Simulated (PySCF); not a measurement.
Q: What does the PBE0-D3(BJ)/def2-SVP structure of `[C](#C)[In-]([C]#C)([C]#C)[C]#C` ([In(CCH)4]-) look like in three dimensions? (Charge -1.)

A: 
```
atom  x, y, z in Å
In1   -0.0110   -0.0040    0.0025
C2     0.0066   -0.0110    2.1647
C3     0.0273   -0.0154    3.3877
H4     0.0460   -0.0203    4.4623
C5     2.0241   -0.0080   -0.7255
C6     3.1768   -0.0114   -1.1344
H7     4.1905   -0.0163   -1.4919
C8    -1.0235    1.7703   -0.7063
C9    -1.5882    2.7779   -1.1090
H10   -2.0841    3.6635   -1.4621
C11   -1.0324   -1.7657   -0.7242
C12   -1.6020   -2.7656   -1.1389
H13   -2.0993   -3.6462   -1.5026
```

Orientation and origin are arbitrary. Atoms count from 1 in this order. In1 (indium bonded to 4 C) is tetrahedral (angles from 109.2° to 109.7°). All 4 C–C bonds measure 1.223 Å. All 4 C–In bonds measure 2.161 to 2.162 Å.

Bonds between heavy atoms (Å): In1–C2 2.162, In1–C5 2.161, In1–C8 2.162, In1–C11 2.162, C2–C3 1.223, C5–C6 1.223, C8–C9 1.223, C11–C12 1.223.

Method used: PBE0-D3(BJ)/def2-SVP geometry optimisation, gas phase, def2 core potentials past Kr in PySCF 2.14.0.

No PBE0-D3(BJ)/def2-SVP frequencies stand behind this structure, so it isn't proved a minimum. The geometry's basis has no diffuse functions, a weakness for an anion.

The run took 1.8 min on one thread of an Arm Neoverse V1, no GPU, shared host, and the process peaked at 0.61 GiB of memory. That covers the optimisation of the geometry.
